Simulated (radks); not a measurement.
Spherical quantum dot in the effective-mass picture: electrons in a parabolic well V = omega^2 r^2 / 2 with omega = 0.0569, with a point charge +1 (a donor) at the centre, all in effective atomic units (hartree* = m*/eps^2 hartree, bohr* = eps/m* bohr), one dielectric constant everywhere. Method: non-relativistic Kohn-Sham, LDA (Slater exchange, Perdew-Wang correlation), spin-polarised, spherical densities; computed with a radial shooting solver with Libxc functionals. Levels are named by radial order and angular momentum (1s, 1p, 1d, 2s, ...), and open shells are averaged over m. Results are scaled to m* = 0.029 and eps = 14.2, for which hartree* = 3.914 meV and bohr* = 25.91 nm.

N = 24, configuration 1s2 1p6 1d10 2s2 1f(up 4, down 0). This is the lowest configuration that the search found (a dilute case). Occupied levels:

level,occupation,eigenvalue (meV),<r> (nm)
1s down,1,6.5570,73.72
1s up,1,6.5581,75.86
2s up,1,6.6617,350.3
2s down,1,6.6778,346.1
1p up,3,6.6796,365.8
1p down,3,6.6964,360.3
1d up,5,6.7240,386.8
1d down,5,6.7423,384.4
1f up,4,6.7814,404.5

Energy (meV): total 89.3701, kinetic 4.3640, external 19.888, Hartree 74.477, exchange-correlation -9.3581.
